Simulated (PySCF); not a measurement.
## Orbital energies and ionisation energy

Species: CH7FGeSi.
Z-matrix (Å and degrees, PBE0-D3(BJ)/def2-SVP geometry), rows numbered from 1:
```
F 
C   1  1.3832
Si  2  1.9217  1  110.18
Ge  3  2.3792  2  105.71  1    -5.68
H   2  1.1035  1  108.60  3   121.87
H   2  1.1035  1  108.70  3  -121.56
H   3  1.4963  2  110.43  1   114.87
H   3  1.4965  2  109.95  1  -126.28
H   4  1.5377  3  110.06  2   -58.35
H   4  1.5412  3  110.47  2  -178.15
H   4  1.5373  3  110.10  2    62.00
```

Level: PBE0/def2-SVPD (PySCF). Frontier orbitals with their largest atomic shares (Löwdin; up to four atoms above 4 %):

```tsv
orbital	ε (eV)	main atoms
HOMO−3	-9.54	Ge4 41 %, H10 31 %, H9 9 %, H11 8 %
HOMO−2	-9.25	Ge4 22 %, Si3 17 %, H11 13 %, H8 11 %
HOMO−1	-8.90	F1 26 %, Si3 23 %, C2 21 %, H7 8 %
HOMO	-8.19	?
LUMO	-0.14	Ge4 27 %, Si3 24 %, C2 7 %, H11 7 %
LUMO+1	0.11	Si3 31 %, C2 16 %, Ge4 14 %, H7 8 %
LUMO+2	0.45	Si3 31 %, Ge4 27 %, H7 9 %, H11 8 %
```

**Question.** What vertical ionisation energy does ΔSCF give, and how far is −ε(HOMO) from it?

**Answer.** ΔSCF: 10.14 eV (979 kJ/mol; threshold wavelength 122 nm); ⟨S²⟩ of the doublet left behind is 0.754, against 0.75 for a pure doublet. −ε(HOMO) is 8.19 eV, 1.95 eV below it. For the exact functional −ε(HOMO) would equal the first vertical ionisation energy; PBE0 (global hybrid, 25 % exact exchange) falls short of its own ΔSCF value by 19 %.

**Question.** On which atoms does the HOMO lie?

**Answer.** Ge4 (germanium bonded to Si and 3 H) 32 %, Si3 (SiH2 silicon) 30 %, C2 (sp3 C–F carbon) 12 %, H10 (Ge–H hydrogen) 6 %, so no atom holds as much as 40 %. The HOMO−1 lies 0.71 eV lower.

**Question.** What total energies stand behind the ΔSCF value?

**Answer.** E(N) = -2507.65604 Eh and E(N − 1) = -2507.28328 Eh at the same geometry, 0.37276 Eh apart.

**Question.** Shift the occupied levels rigidly so that −ε(HOMO) equals the ΔSCF value. What binding energies result?

**Answer.** The shift is +1.95 eV: HOMO 10.14, HOMO−1 10.85, HOMO−2 11.20, HOMO−3 11.49 eV. A rigid shift is only a rough guide to the deeper ionisations.

**Question.** How many of the 10 lowest singlet excitations (vertical TDDFT, same level) lie below the ionisation energy?

**Answer.** All 10; they run from 7.00 to 8.24 eV.

Isolated species at its PBE0-D3(BJ)/def2-SVP geometry (one conformer only). The calculation is non-relativistic, for germanium too.
